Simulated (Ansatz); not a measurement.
Program: Ansatz. Geometries: PBE0-D4/def2-TZVP. ΔE: electronic, gas phase. CCSD(T)/CBS is the MP2 limit (def2-TZVPP, def2-QZVPP) plus CCSD(T) − MP2 in def2-TZVPP, frozen cores. This one scheme is used for every species. Functionals use def2-TZVPP. Each species was taken in one conformer, which may not be the lowest.

Reaction (ligand exchange at a B–O bond): `OBC=S` + CH₃NH₂ → `CNBC=S` + H₂O

```json
{"level": "PBE0-D4", "ΔE (kcal/mol)": "-3.5"}
{"level": "PBE0", "ΔE (kcal/mol)": "-2.3"}
{"level": "MP2/def2-TZVPP", "ΔE (kcal/mol)": "-3.1"}
{"level": "SCS-MP2/def2-TZVPP", "ΔE (kcal/mol)": "-1.7"}
```

Problem. What does CCSD(T)/CBS give? (An estimate is asked.)

Solution. Computed: -3.2 kcal/mol. The listed levels differ from it by -0.3, 0.9, 0.1, 1.5 kcal/mol.

Largest T1 diagnostic among the species: 0.016.

The D4 term adds −2.1 kcal/mol with B3LYP and −1.2 kcal/mol with PBE0; it sums over pairs of atoms, weighted by their polarisabilities, and B3LYP, whose exchange is more repulsive, gets the larger term. In def2-TZVPP, CCSD(T) changes the Hartree–Fock value by −4.3 kcal/mol (the triples alone add −0.7 kcal/mol) and MP2 by −5.1 kcal/mol.

B3LYP here is the variant with VWN-RPA as its local correlation; programs differ in this.
